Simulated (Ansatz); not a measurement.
One change: `CC(O)([SiH3])Cl` becomes `CC(F)([SiH3])Cl`.

Ansatz, PBE0-D4/def2-TZVP geometries, multiplicity 1. Each molecule was computed in one conformer, which needn't be the lowest.

```csv
property,`CC(O)([SiH3])Cl`
"ideal-gas entropy at 298 K and 1 bar (rigid rotor, harmonic PBE0-D4/def2-TZVP) / J/(mol·K)",347
LUMO energy (B3LYP/def2-TZVPP) / eV,-0.32
HOMO energy (B3LYP/def2-TZVPP) / eV,-7.63
size of the dipole moment (B3LYP/def2-TZVPP) / D,1.47
HOMO–LUMO gap (PBE/def2-TZVPP) / eV,5.48
HOMO–LUMO gap (PBE0/def2-TZVPP) / eV,7.76
```

Question: What does the change do to each property? (Estimate.)

Answer: The calculation gave: 
```
                                                                                  property  `CC(F)([SiH3])Cl`  shift
ideal-gas entropy at 298 K and 1 bar (rigid rotor, harmonic PBE0-D4/def2-TZVP) / J/(mol·K)                343     -4
                                                       LUMO energy (B3LYP/def2-TZVPP) / eV              -0.19   0.13
                                                       HOMO energy (B3LYP/def2-TZVPP) / eV              -8.03  -0.40
                                          size of the dipole moment (B3LYP/def2-TZVPP) / D               1.99   0.52
                                                       HOMO–LUMO gap (PBE/def2-TZVPP) / eV               5.95   0.47
                                                      HOMO–LUMO gap (PBE0/def2-TZVPP) / eV               8.29   0.53
```

With PBE0 the HOMO falls by 0.41 eV and the LUMO rises by 0.11 eV, so the gap widens by about 0.52 eV. PBE moves the HOMO by -0.39 eV and ωB97M-V by -0.42 eV. The zero-point energy changes by -33.0 kJ/mol with -3 modes. Dipoles are sizes alone; their direction can turn.

Positive LUMOs are unbound, so they and the gaps depend on the basis.

B3LYP here is the variant with VWN-RPA as its local correlation; programs differ in this.
